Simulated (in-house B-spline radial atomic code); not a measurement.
Configurations of the vanadium ion V⁴⁺, with energies counted from [Ar] 3d1. Level of theory: scalar-relativistic (X2C) revTPSS, spin-polarised, spherical fractional occupations, Fermi nucleus of rms radius 3.6002 fm; calculated with an all-electron radial atomic-structure program (B-spline basis). Shells without spins written out take the highest spin.

Occupations are held fixed; configurations that lie above the ionisation limit could autoionise.

```csv
configuration,E - E(ref) (eV),highest orbital,its <r> (bohr)
[Ar] 4s1,18.455,4s up,2.25
[Ar] 4f1,43.16,4f up,3.42
[Ne] 3s2 3p5 3d1 4p1,66.181,4p up,2.449
[Ne] 3s2 3p5 3d1 4f1,83.99,4f up,3.381
"[Ne] 3s2 3p(3 up, 2 down) 3d(0 up, 1 down) 4f(1 up, 0 down)",85.596,4f up,3.408
```

Task: Order these further configurations by energy, lowest first.
A. [Ne] 3s2 3p5 3d1 4d1
B. [Ne] 3s2 3p5 3d1 4s1
C. [Ar] 4p(0 up, 1 down)
D. [Ne] 3s2 3p5 3d2
E. [Ar] 4d(0 up, 1 down)

Result: C (25.62 eV), E (35.76 eV), D (39.087 eV), B (58.895 eV), A (76.493 eV).

Task: How far above the reference does [Ne] 3s2 3p(3 up, 2 down) 3d(1 up, 0 down) 4s(0 up, 1 down) lie?

Result: 59.559 eV; its least bound orbital is 4s down with <r> = 2.257 bohr.
